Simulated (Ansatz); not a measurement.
Born–Oppenheimer molecular dynamics of BH8NOSi (12 atoms, charge 0, multiplicity 1). It starts at the highest image of a converged band. Of that band: Neighbouring images differ by up to 1.4 eV, so the band resolves the path poorly. A vibrational analysis at the climbing image gives one clearly imaginary mode, 1862i cm⁻¹: a first-order saddle point.

Method: Ansatz 0.2.0, RHF/6-31G*.

* ensemble: NVE (velocity Verlet)
* time step: 0.5 fs
* steps asked: 200
* starting velocities drawn for: 300 K
* seed: 4618

First frame:

```xyz
12
Properties=species:S:1:pos:R:3
B 0.087 0.240 0.192
O -0.339 0.070 1.720
H -1.256 -0.150 1.836
H 1.082 -0.378 -0.039
H -0.861 0.046 -0.521
N 0.351 1.797 0.457
H 1.327 2.013 0.557
Si -0.572 3.030 -0.388
H -0.351 2.989 -1.845
H -1.998 2.801 -0.102
H -0.172 4.359 0.112
H -0.117 1.225 1.544
```

(1) How far do the bonds stretch over the last three quarters of this one trajectory? (Pairs bonded in most of those frames.)

## Answers

(1) 
```tsv
bond	mean (Å)	spread (Å)	shortest	longest
B1–O2	1.375	0.045	1.31	1.47
B1–H4	1.198	0.032	1.14	1.25
B1–H5	1.202	0.021	1.16	1.24
O2–H3	0.949	0.006	0.94	0.96
N6–H7	1.010	0.036	0.94	1.08
N6–Si8	1.766	0.055	1.68	1.85
N6–H12	1.015	0.061	0.92	1.12
Si8–H9	1.478	0.027	1.43	1.52
Si8–H10	1.476	0.013	1.44	1.50
Si8–H11	1.480	0.025	1.44	1.53
```

Mean temperature of the second half: 879 K. The conserved energy stayed within 0.41 meV per atom of its start (net change 0.082 meV per atom), so the integration is sound. The kinetic energy rose, since the run started high on the potential surface and went downhill. It ends in pieces (BH3O + H5NSi), so much of that is their flight and rotation, not heat. A run of 0.1 ps of so small a system gives no equilibrium averages. The orbitals stay closed-shell, which can raise the energy where a bond breaks towards radicals; this wasn't checked here.

Run time: 4.5 min on 1 thread of Arm Neoverse V2 (shared host), peak memory 0.14 GiB.
